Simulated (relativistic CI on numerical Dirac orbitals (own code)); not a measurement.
One change at a time: Cu²⁺

Base calculation: Dirac-Coulomb-Breit CI, orbitals from a KLI potential per configuration, model QED (radiative potential, 1s self-energy scaled to tabulated hydrogen-like ionisation energies), valence Slater integrals scaled by 0.85, P86 correlation energy added to each configuration.

Configuration list (outside the closed core [Ar]): 3d9, 3d8 4s, 3d8 4p, 3d7 4s2, 3d8 5s, 3d8 4d, 3d8 5p, 3d7 4s 4p, 3d8 4f, 3d8 6s, 3d8 5d, 3d8 6p, 3d8 5f, 3d8 5g, 3d8 6d, 3d8 6f, 3d7 4p2, 3d7 4s 5s. Levels of other configurations are missing.

The lowest level and the first level of each name with at least 55 % of one term (blank where a level has no safe partner in the second run):

```
        Level  Base (cm⁻¹)  Shift (cm⁻¹)
   3d9 2D_5/2          0.0           0.0
   3d9 2D_3/2       1981.1         +21.6
3d8 4s 4F_9/2      55394.3       -2370.9
3d8 4s 4F_7/2      56629.7       -2347.4
3d8 4s 4F_5/2      57677.3       -2348.0
3d8 4s 4F_3/2      58402.6       -2340.4
3d8 4s 2F_7/2      61813.1       -1369.2
3d8 4s 2F_5/2      63725.5       -1334.9
3d8 4s 2D_5/2      73255.2        +714.9
3d8 4s 2D_3/2      73881.2        +704.6
3d8 4s 4P_3/2      75766.2        +837.7
3d8 4s 4P_5/2      75814.5        +782.4
3d8 4s 4P_1/2      75966.4        +868.7
3d8 4s 2P_3/2      81155.4       +1898.8
```

Correlation outside the listed configurations is missing or only estimated: errors of thousands of cm⁻¹ between configurations and terms are usual at this charge. Rates and lifetimes follow the computed energies and can be off by large factors. The fine structure of a lone outer electron comes out too small, for d and f at times inverted, and misplaced configurations move strength between like terms. 60 of the 60 excited levels that our extract of the measured tables holds in this range could be paired (the sources list more); they are missed by 6477 cm⁻¹ on average and 8833 at most, and levels without a partner can miss by more.

(1) One thing was changed in a second run, which moved the levels as shown. Which?
A. self-excluded LDA correlation estimate
B. QED terms removed
C. configuration mixing switched off
D. Breit term removed
E. Slater integrals left unscaled

Results:

(1) E. Slater integrals left unscaled. Scaling acts on the splittings between terms and on the mixing, and leaves the fine structure of pure LS terms nearly alone; in jj coupling it moves the levels of one term differently.

LS names give the leading component of a level, which can be under half, so a name can repeat, a term be missing and a line seem to break the LS rules.
